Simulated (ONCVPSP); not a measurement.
**Pr: ONCV pseudisation with PBEsol, scalar-relativistic reference atom.**

| Quantity | Value |
| --- | --- |
| Element | praseodymium (Pr) |
| Generator | ONCVPSP 4.0.1 |
| Type | optimised norm-conserving Vanderbilt (ONCV) |
| Functional | PBEsol |
| Relativity | scalar-relativistic |
| Frozen core | [Kr] 4d10 |
| Valence charge | 13 |
| Reference configuration | 4f3 5s2 5p6 6s1 6p1 |
| Partial waves | 5s+6s: rc 2.35 bohr, ncon 5, nbas 9, qcut 4.1 1/bohr, 2 projectors; 5p+6p: rc 2.75 bohr, ncon 4, nbas 8, qcut 4.7 1/bohr, 2 projectors; d scattering state at 0.05 Ha: rc 2.25 bohr, ncon 3, nbas 7, qcut 4.8 1/bohr, 2 projectors, debl 2.5 Ha; 4f: rc 0.95 bohr, ncon 4, nbas 9, qcut 14.9 1/bohr, 1 projector |
| Local potential | polynomial inside 0.70 bohr (lpopt 4, dvloc0 2 Ha) |
| Core correction | polynomial model core, fcfact 0.25 |

All-electron outer shells of the reference configuration (PBEsol, scalar-relativistic, ld1.x):

```tsv
shell	level (eV)	outermost node (bohr)	outermost maximum (bohr)
4d	-111.54	0.30	0.64
5s	-40.24	0.74	1.35
5p	-22.66	0.79	1.53
6s	-4.11	1.81	3.80
4f	-2.42	–	0.69
6p	-1.78	2.17	5.07
```

What the tests gave:

```json
{
  "Cutoffs needed": "107 Ha and 364 Ha (the cutoffs (Ha) at which the residual kinetic energy of the hardest occupied pseudo-wave falls to 1 and 0.1 mHa per electron)",
  "Ghost test": "ghosts flagged at negative energy: s at -306.6 eV, p at -119.8 eV; GHOST(+) flagged for d at 86.4 eV; a true bound ghost makes a file unfit for plane-wave use",
  "Configuration tests": "tests left out (the all-electron energies of this program are off by 10 to 40 meV for near-neutral 4f atoms)",
  "rms error of d²Exc/dni dnj": "8.37 mHa without and 2.05 mHa with the model core"
}
```

Generation and tests took about 8.5 s on one core of a shared server CPU.
